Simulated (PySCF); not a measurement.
# A search over the determinants of BBr

Unrestricted PBE0; PySCF, scalar-relativistic core potentials, basis sets B cc-pVDZ, Br cc-pVDZ-PP with ECP10. Outer shells of the fragments: B 2s2 2p1; Br 3d10 4s2 4p5.

Followed along the bond (rough minima from three points):

```csv
2Ms+1,unpaired,⟨S²⟩ at the start,R at minimum (Å),Te (eV)
1,none,0.00,1.91,0.00
3,"σ ↑, π ↑",2.01,1.87,2.00
```

Solutions found at the starting distance of 1.930 Å, counted from the lowest of them; the search is not exhaustive and high or unbound solutions are not listed, so other states can lie among these:

| 2Ms+1 | unpaired | term | E (eV) | ⟨S²⟩ | ⟨Lz²⟩ | μ (D) |
| --- | --- | --- | --- | --- | --- | --- |
| 1 | none | ¹Σ⁺ | 0.00 | 0.00 | 0.00 | 1.17 |
| 3 | σ ↑, π ↑ | ³Π | 2.03 | 2.01 | 1.00 | -0.05 |
| 1 | σ ↑, π ↓ | mixed | 2.86 | 1.01 | 1.01 | 0.44 |
| 3 | π ↑↑ | mixed | 5.63 | 2.01 | 2.01 | 4.70 |
| 3 | π ↑↑ | mixed | 5.89 | 2.01 | 2.01 | 4.63 |
| 1 | π ↑↓ | mixed | 5.93 | 1.01 | 2.01 | 4.62 |

A term symbol is given only where ⟨S²⟩ and ⟨Lz²⟩ are close to those of a pure state; real π, δ and φ orbitals otherwise mix terms. A positive dipole means B(−)Br(+).

Counting both spins, an empty level lies below a filled one in some of these solutions, because spin and occupation are held.
